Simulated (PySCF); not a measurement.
`InChI=1S/C5H7GeNO/c1-2-4-6-5(3-7)8-4/h2,4-5H,1,6H2/t4-,5+/m0/s1`

Geometry (Å), atoms numbered from 1 in this order:
```xyz
15

C     2.5299    0.5148    0.4559
C     1.2091    0.5626    0.4130
C     0.4042    0.0803   -0.7366
O    -0.7743    0.8383   -0.9923
C    -1.8177    0.2079   -0.2467
C    -1.9833    0.7298    1.0776
N    -2.0780    1.1009    2.1574
Ge   -0.7592   -1.5324   -0.2705
H     3.0821    0.8534    1.3148
H     3.1089    0.1327   -0.3696
H     0.6381    0.9578    1.2437
H     1.0006    0.0389   -1.6518
H    -2.7602    0.2904   -0.7967
H    -1.1923   -2.4430   -1.4116
H    -0.6123   -2.3244    1.0218
```

Theory: TDDFT CAM-B3LYP/aug-cc-pVDZ circular dichroism and optical rotation, one conformer, gas phase in PySCF 2.14.0. Geometry: GFN2-xTB.

The molecule is flexible and this is one conformer; a measurement averages over conformers. The calculation is non-relativistic, which matters for the atoms heavier than Zn.

Stereocentres: C3 R, C5 S.

Question: Give the optical rotatory dispersion at 633, 589.3, 546, 436, 405, 365, 355 nm.

Answer: [α] in deg dm⁻¹ (g/mL)⁻¹:
| λ (nm) | origin-invariant length gauge | modified velocity gauge | length gauge (centre of mass) | isotropic polarisability (au) |
| --- | --- | --- | --- | --- |
| 633 | +275.6 | +274.1 | +275.9 | 102.1 |
| 589.3 | +330.9 | +329.1 | +331.2 | 102.7 |
| 546 | +405.3 | +403.0 | +405.7 | 103.4 |
| 436 | +787.1 | +782.5 | +787.9 | 106.5 |
| 405 | +1008.9 | +1002.8 | +1009.9 | 108.0 |
| 365 | +1488.7 | +1479.2 | +1490.2 | 110.8 |
| 355 | +1668.2 | +1657.3 | +1669.8 | 111.7 |

Question: And for the mirror image at 589.3 nm?

Answer: -330.9 deg dm⁻¹ (g/mL)⁻¹ (origin-invariant length gauge): the same size and the opposite sign.

Question: What is the molar rotation [Φ] = [α]·M/100 of the geometry above at 589.3 nm?

Answer: With M = 169.75 g/mol, +561.6 deg cm² dmol⁻¹ (origin-invariant length gauge).

The first excitation lies at 5.54 eV (224 nm) with R = +113.0 × 10⁻⁴⁰ esu² cm² (velocity form).
